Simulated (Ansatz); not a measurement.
Relaxation of BrH$_{6}$NOSi (10 atoms, charge 0, multiplicity 1), to a largest force component of 0.03 eV/Å in at most 50 steps.

Method: RKS B3LYP-D4/def2-SVP in Ansatz.

```xyz
10
Properties=species:S:1:pos:R:3:forces:R:3
Si -0.765 0.973 -0.476 -0.34 0.50 0.25
N 1.401 -1.054 0.546 0.27 -0.22 0.19
H 0.586 1.201 -1.047 0.00 -0.03 0.02
H -1.761 1.877 -1.093 0.01 0.01 -0.01
O -1.376 -0.547 -0.704 0.01 0.00 0.03
H 1.408 -0.088 0.860 -0.01 -0.07 -0.03
Br -0.665 1.599 1.729 -0.01 -0.16 -0.45
H 1.359 -1.126 -0.465 0.00 0.00 0.00
H 0.652 -1.565 1.005 0.05 -0.01 0.02
H -0.838 -1.269 -0.355 0.01 -0.01 -0.02
```

Task: Where does it end, and by what steps?

Result: The forces met the threshold. After 16 steps the energy has fallen by 0.202 eV; H3 moved furthest, 1.08 Å.

```json
{"step": "0", "energy less start (eV)": "0.0000", "largest force component (eV/Å)": "0.502", "accepted": "yes"}
{"step": "1", "energy less start (eV)": "-0.0984", "largest force component (eV/Å)": "0.201", "accepted": "yes"}
{"step": "2", "energy less start (eV)": "-0.1032", "largest force component (eV/Å)": "1.002", "accepted": "yes"}
{"step": "3", "energy less start (eV)": "-0.1174", "largest force component (eV/Å)": "0.641", "accepted": "yes"}
{"step": "4", "energy less start (eV)": "-0.1486", "largest force component (eV/Å)": "0.135", "accepted": "yes"}
{"step": "5", "energy less start (eV)": "-0.1591", "largest force component (eV/Å)": "0.330", "accepted": "yes"}
{"step": "6", "energy less start (eV)": "-0.1712", "largest force component (eV/Å)": "0.321", "accepted": "yes"}
{"step": "7", "energy less start (eV)": "-0.1775", "largest force component (eV/Å)": "0.420", "accepted": "yes"}
{"step": "8", "energy less start (eV)": "-0.1822", "largest force component (eV/Å)": "0.275", "accepted": "yes"}
{"step": "9", "energy less start (eV)": "-0.1923", "largest force component (eV/Å)": "0.138", "accepted": "yes"}
{"step": "10", "energy less start (eV)": "-0.1922", "largest force component (eV/Å)": "0.256", "accepted": "no"}
{"step": "11", "energy less start (eV)": "-0.1986", "largest force component (eV/Å)": "0.080", "accepted": "yes"}
{"step": "12", "energy less start (eV)": "-0.2001", "largest force component (eV/Å)": "0.035", "accepted": "yes"}
{"step": "13", "energy less start (eV)": "-0.2007", "largest force component (eV/Å)": "0.138", "accepted": "yes"}
{"step": "14", "energy less start (eV)": "-0.2006", "largest force component (eV/Å)": "0.087", "accepted": "no"}
{"step": "15", "energy less start (eV)": "-0.2015", "largest force component (eV/Å)": "0.055", "accepted": "yes"}
{"step": "16", "energy less start (eV)": "-0.2018", "largest force component (eV/Å)": "0.011", "accepted": "yes"}
```

```xyz
10
Properties=species:S:1:pos:R:3
Si -0.986 1.291 -0.652
N 1.392 -1.521 0.808
H -0.002 1.953 -1.549
H -2.369 1.736 -0.932
O -0.947 -0.354 -0.741
H 1.118 -0.638 1.229
Br -0.425 1.957 1.435
H 1.749 -1.410 -0.136
H 0.654 -2.217 0.861
H -0.183 -0.797 -0.324
```

Whether the end is a true minimum wasn't checked by a vibrational analysis.

The run took 46 s on 2 threads of Arm Neoverse V2 (shared host), peak memory 0.25 GiB.
